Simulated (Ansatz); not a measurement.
Consider the isomerisation: `C[O][Ge][OH]` → `[OH][GeH]1[CH2][O]1`.

Program: Ansatz. Geometries: PBE0-D4/def2-TZVP. ΔE: electronic, gas phase. CBS: MP2 limit from def2 TZ/QZ plus the TZ coupled-cluster correction, frozen cores. DFT in def2-TZVPP. For Ge outer-core shells are correlated without core-valence functions, which leaves a few kJ/mol of doubt a bond. Scalar relativity is left out up to krypton. Each species was taken in one conformer, which may not be the lowest.

Q: Is it downhill or uphill in electronic energy at CCSD(T)/CBS, and by how much? (Best estimate.)

A: Ansatz gave: Uphill: ΔE = +1.75 eV.

Q: What do these levels give: PBE0-D4, r2SCAN, HF/def2-QZVPP, MP2/def2-QZVPP, MP2/CBS(def2), CCSD/CBS(def2)? (An estimate is asked.)

A: Computed: PBE0-D4 1.73, r2SCAN 1.70, HF/def2-QZVPP 2.00, MP2/def2-QZVPP 1.66, MP2/CBS(def2) 1.70, CCSD/CBS(def2) 1.80 eV.

Largest T1 diagnostic among the species: 0.015.

From PBE to PBE0 (25 % exact exchange), in def2-TZVPP and without D4, ΔE moves by −0.03 eV. In def2-TZVPP, CCSD(T) changes the Hartree–Fock value by −0.33 eV (the triples alone add −0.05 eV) and MP2 by −0.39 eV.
